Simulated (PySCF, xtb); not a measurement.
BF2Br, SMILES FB(Br)F.

xtb with GFN2-xTB at its own geometry gives an orbital gap of 5.13 eV and a dipole moment of 2.52 D.

Geometry optimised at PBE0-D3(BJ)/def2-SVP.

**Question.** What does PySCF with M06-2X/def2-TZVPD give? (An estimate is asked for; the answer gives what the named calculation found.)

**Answer.** gap 10.24 eV (levels -10.39 and -0.15 eV), dipole 0.31 D.
